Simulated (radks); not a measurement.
The numbers below are computed, except where a source is named.
The gallium anion Ga- inside a hard spherical wall (all orbitals vanish at R), configuration held at [Ar] 3d10 4s2 4p2 and not refilled when levels cross. Level of theory: non-relativistic Kohn-Sham, LDA (Slater exchange, Perdew-Wang correlation), spin-unpolarised, spherical densities, point nucleus (a radial shooting solver on a logarithmic mesh with Libxc functionals). Eigenvalues in eV, with the zero of energy where the potential of the charges vanishes at infinity; a dash marks a level that is unbound or too diffuse for the functional's potential to be trusted. A positive occupied level is held by the wall or, in an anion where self-interaction has pushed it up, behind a barrier. The pressure on the wall is -dE/dV.

| R (bohr) | E (hartree) | kinetic (hartree) | e(3p) | e(3d) | e(4s) | e(4p) | e(5s, empty) | e(5p, empty) | pressure (GPa) |
|---|---|---|---|---|---|---|---|---|---|
| 20 | -1921.84954 | 1919.905 | -92.742 | -15.232 | -4.315 | 1.289 | 1.622 | 2.047 | 0.00193 |
| 15 | -1921.84658 | 1919.910 | -92.317 | -14.806 | -3.918 | 1.617 | 2.281 | 3.155 | 0.0109 |
| 10 | -1921.83217 | 1919.945 | -91.196 | -13.687 | -2.947 | 2.508 | 4.358 | 6.461 | 0.161 |
| 8 | -1921.80784 | 1920.013 | -90.110 | -12.606 | -2.078 | 3.456 | 6.950 | 10.138 | 0.751 |
| 7 | -1921.77861 | 1920.102 | -89.174 | -11.678 | -1.355 | 4.331 | 9.513 | 13.512 | 1.95 |
| 6 | -1921.71658 | 1920.298 | -87.677 | -10.199 | -0.185 | 5.827 | 14.022 | 19.124 | 5.94 |
| 5 | -1921.56624 | 1920.770 | -85.108 | -7.676 | 1.977 | 8.663 | 22.712 | 29.389 | 22.1 |
